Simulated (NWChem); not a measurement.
System: CH$_{2}$BFO$_{2}$; SMILES O=CB(O)F

Input file for NWChem:

```
start job
memory heap 200 mb stack 900 mb global 1100 mb
geometry units angstroms noautosym nocenter noautoz
  O     -0.616316    -1.916792     0.094104
  C      0.198116    -1.065681     0.412614
  B     -0.036765     0.511248     0.164432
  O     -1.171834     0.947938    -0.418702
  F      0.923070     1.371400     0.552199
  H      1.178136    -1.366423     0.909592
  H     -1.194233     1.919825    -0.512834
end
basis spherical
  * library 6-31g*
end
dft
  xc hfexch
  iterations 150
  mulliken
end
task dft energy
esp
  recalculate
  probe 0.07
  range 0.3
  factor 1.0
  spacing 0.02
end
task esp
```

NWChem printed, in part:

```
             Northwest Computational Chemistry Package (NWChem) 7.3.0
             --------------------------------------------------------

                             Geometry "geometry" -> ""
                             -------------------------

 Output coordinates in angstroms (scale by  1.889725989 to convert to a.u.)

  No.       Tag          Charge          X              Y              Z
 ---- ---------------- ---------- -------------- -------------- --------------
    1 O                    8.0000    -0.61631600    -1.91679200     0.09410400
    2 C                    6.0000     0.19811600    -1.06568100     0.41261400
    3 B                    5.0000    -0.03676500     0.51124800     0.16443200
    4 O                    8.0000    -1.17183400     0.94793800    -0.41870200
    5 F                    9.0000     0.92307000     1.37140000     0.55219900
    6 H                    1.0000     1.17813600    -1.36642300     0.90959200
    7 H                    1.0000    -1.19423300     1.91982500    -0.51283400

 Effective nuclear repulsion energy (a.u.)     150.3495746428

  xc_inp: hfexch multiplicative factor not found.

                                 NWChem DFT Module
                                 -----------------

 Summary of "ao basis" -> "ao basis" (spherical)
 ------------------------------------------------------------------------------
       Tag                 Description            Shells   Functions and Types
 ---------------- ------------------------------  ------  ---------------------
 O                           6-31g*                  6       14   3s2p1d
 C                           6-31g*                  6       14   3s2p1d
 B                           6-31g*                  6       14   3s2p1d
 F                           6-31g*                  6       14   3s2p1d
 H                           6-31g*                  2        2   2s

            General Information
            -------------------
          SCF calculation type: DFT
          Wavefunction type:  closed shell.
          No. of atoms     :     7
          No. of electrons :    38
           Alpha electrons :    19
            Beta electrons :    19
          Charge           :     0
          Spin multiplicity:     1
          Use of symmetry is: off; symmetry adaption is: off
          Maximum number of iterations: 150
          AO basis - number of functions:    74
                     number of shells:    34
          Convergence on energy requested:  1.00D-06
          Convergence on density requested:  1.00D-05
          Convergence on gradient requested:  5.00D-04

              XC Information
              --------------
                     Hartree-Fock (Exact) Exchange  1.000

      Superposition of Atomic Density Guess
      -------------------------------------

 Sum of atomic energies:        -312.06384421

      Non-variational initial energy
      ------------------------------

 Total energy =    -313.690124
 1-e energy   =    -727.944221
 2-e energy   =     263.904522
 HOMO         =      -0.289372
 LUMO         =      -0.070819

     ---------------------------------------------
      Total Density - Mulliken Population Analysis
     ---------------------------------------------

    Atom       Charge   Shell Charges
 -----------   ------   -------------------------------------------------------
    1 O    8     8.81   2.00  0.96  3.07  0.93  1.83  0.02
    2 C    6     5.49   2.00  0.71  1.51  0.60  0.61  0.07
    3 B    5     4.03   2.00  0.54  0.94  0.29  0.15  0.12
    4 O    8     8.86   2.00  0.93  3.11  0.88  1.92  0.01
    5 F    9     9.49   2.00  0.95  3.45  0.98  2.10  0.01
    6 H    1     0.88   0.48  0.40
    7 H    1     0.46   0.35  0.11

[...]

                     NWChem Electrostatic Potential Fit Module
                     -----------------------------------------

 Atom parameters

 Number of atoms is                                    7
 Number of basis functions is                         74

 Grid parameters

 Maximum number of grid points is                  32516
 Number of grid points is                          32515
 Grid range                                     0.300000 nm
 Grid spacing                                   0.020000 nm
 Probe radius                                   0.070000 nm
 Atom radius factor                             1.000000

 Atomic radii

    1    0.100000
    5    0.158000
    6    0.147000
    8    0.136000
    9    0.128000
 FASTESP  F
  using M.O. file = ./job.movecs

    Atom              Coordinates                           Charge

                                                  ESP

    1 O    -0.061632   -0.191679    0.009410   -0.437076
    2 C     0.019812   -0.106568    0.041261    0.308568
    3 B    -0.003677    0.051125    0.016443    0.783483
    4 O    -0.117183    0.094794   -0.041870   -0.733708
    5 F     0.092307    0.137140    0.055220   -0.383494
    6 H     0.117814   -0.136642    0.090959   -0.005645
    7 H    -0.119423    0.191983   -0.051283    0.467872
                                            ------------
                                               -0.000000

 Dipole moment                                  1.218458

 Quadrupole moment Qxx                          0.115378
                   Qyy                         -6.345474
                   Qzz                          6.230095

 RMS deviation kJ/mol                           0.046381

 RRMS %                                        12.191150
```

Level: Hartree-Fock/6-31G* (spherical d). Geometry: optimised at PBE-D3(BJ)/def2-SVP.
